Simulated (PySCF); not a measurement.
Computed properties of C4H9AlO, SMILES C=C[CH2][AlH][O]C

Al(All)(H)(OMe) (C4H9AlO), SMILES C=C[CH2][AlH][O]C. Coordinates come from a B3LYP-D3(BJ)/def2-SVP optimisation. The structure was generated by enumeration; whether it is a known compound was not checked. The values are those of a single conformer. All values are computed for the isolated molecule unless a solvent is named; none is compared with measurement here.

**Structure.** All 39 harmonic modes at B3LYP-D3(BJ)/def2-SVP (PySCF) are real, so it is a minimum. With heavy atoms numbered as in [AlH:1]([CH2:2][CH:3]=[CH2:4])[O:11][CH3:12], the shortest bond between them is C3–C4 at 1.348 Å and the longest Al1–C2 at 1.965 Å.

**Vibrations.** The strongest infrared lines (harmonic, unscaled, degenerate partners summed) lie at 1236 cm⁻¹ (316 km/mol, O 50 %, C 30 %, H 17 %), 775 cm⁻¹ (183 km/mol, H 41 %, Al 35 %, C 19 %), 1943 cm⁻¹ (160 km/mol, H 96 %). The softest mode is at 44 cm⁻¹ and the zero-point energy is 74.1 kcal/mol.

**Electronic structure.** ωB97X/def2-TZVP (PySCF) places the frontier levels at -9.00 and 1.46 eV, a gap of 10.46 eV, and gives a dipole moment of 0.30 D and a mean polarisability of 78.6 bohr³. PBE/def2-TZVP (PySCF) at the same geometry gives -5.69 and -1.34 eV, so its gap is 6.11 eV narrower. An orbital gap is neither the optical nor the fundamental gap.

**Excitations.** TDA-PBE0/def2-SVPD (PySCF) has S1 at 5.42 eV (229 nm, f = 0.160, bright); the most intense of the 10 singlets computed lies at 6.33 eV (f = 0.19). T1 (TDA) is at 3.81 eV, 1.61 eV under S1. TDA-PBE/def2-SVPD (PySCF) puts S1 at 4.92 eV. No vertical singlet excitation falls in the visible range (under 3.1 eV).

**NMR.** GIAO shifts at B3LYP/pcSseg-1 (PySCF) (non-relativistic, atoms alike by connectivity averaged): ¹³C from 22.5 to 144.6 ppm against TMS; ¹H from 1.8 to 6.4 ppm against TMS.
